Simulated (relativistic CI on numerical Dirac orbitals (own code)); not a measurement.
## d1 to d9 in one tetrahedral field

Computed with a parametric ligand-field model without spin-orbit coupling, by exact diagonalisation: B = 860, C = 3950, 10Dq = -7200 cm⁻¹ (Td; |10Dq|/B = 8.4) for every shell. Energies in cm⁻¹; the field energy is (0.6 n_e − 0.4 n_t2) × 10Dq of the ground term; g labels are left out.

| Shell | Ground term | Electrons in e | Field energy | First spin-allowed bands | Lowest term of other spin |
| --- | --- | --- | --- | --- | --- |
| d1 | 2E | 1.000 | -4320 | 2T2 7200 |  |
| d2 | 3A2 | 2.000 | -8640 | 3T2 7200, 3T1 12083 | 1E 14219 |
| d3 | 4T1 | 1.911 | -5122 | 4T2 6229, 4A2 13429 | 2E 10940 |
| d4 | 5T2 | 2.000 | -2880 | 5E 7200 | 3T1 14388 |
| d5 | 6A1 | 2.000 | 0 | none | 4T1 23726 |
| d6 | 5E | 3.000 | -4320 | 5T2 7200 | 3T1 14965 |
| d7 | 4A2 | 4.000 | -8640 | 4T2 7200, 4T1 12083 | 2E 17498 |
| d8 | 3T1 | 3.911 | -5122 | 3T2 6229, 3A2 13429 | 1T2 13489 |
| d9 | 2T2 | 4.000 | -2880 | 2E 7200 |  |

Every shell keeps the spin of the free ion. Tetrahedral fields of 3d complexes are almost always too weak to pair spins. High-spin d^(n+5) repeats the spin-allowed bands of d^n, since the half-filled shell is spherical.
